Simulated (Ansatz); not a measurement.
Reactions of `ClC(Cl)(Br)Br`.

Gas-phase electronic energies from Ansatz, PBE0-D4/def2-TZVP geometries. CCSD(T)/CBS is the MP2 limit (def2-TZVPP, def2-QZVPP) plus CCSD(T) − MP2 in def2-TZVPP, frozen cores. This one scheme is used for every species, atoms too. DFT in def2-TZVPP. No spin–orbit coupling; open shells (•) take unrestricted orbitals. Spin–orbit coupling would lower the free atoms: a little for C, Cl; clearly for Br. Bonds to Br are less sure, by a few kJ/mol each and by 10 to 20 or more in all where they break to atoms, as the def2 sets lack core-valence functions. Scalar relativity is left out up to krypton.

| reaction | r2SCAN-D4 (kJ/mol) | RPA@PBE/def2-TZVPP (kJ/mol) |
| --- | --- | --- |
| `ClC(Cl)(Br)Br` + HBr → `ClC(Br)(Br)Br` + HCl | -1 | -7 |
| `ClC(Cl)(Br)Br` + H–F → `FC(Cl)(Br)Br` + HCl | -26 | -14 |
| `ClC(Cl)(Br)Br` → Br• + `Cl[C](Cl)Br`• | 220 | 206 |
| `ClC(Cl)(Br)Br` + HCl → `ClC(Cl)(Cl)Br` + HBr | 2 | 6 |
| `ClC(Cl)(Br)Br` + H₂ → `ClC(Br)Br` + HCl | -115 | -120 |
| `ClC(Cl)(Br)Br` → 2 Br• + C• + 2 Cl• | 1237 | 1016 |
| `ClC(Cl)(Br)Br` → Br₂ + `Cl[C]Cl` | 256 | 234 |
| `ClC(Cl)(Br)Br` + H₂ → `ClC(Cl)Br` + HBr | -112 | -113 |

Give the CCSD(T)/CBS values in the same order. (Estimate.)

Ansatz gave: -6, -2, 252, 5, -117, 1226, 263, -111 kJ/mol.

Largest T1 diagnostic: 0.020, for `Cl[C]Cl`.
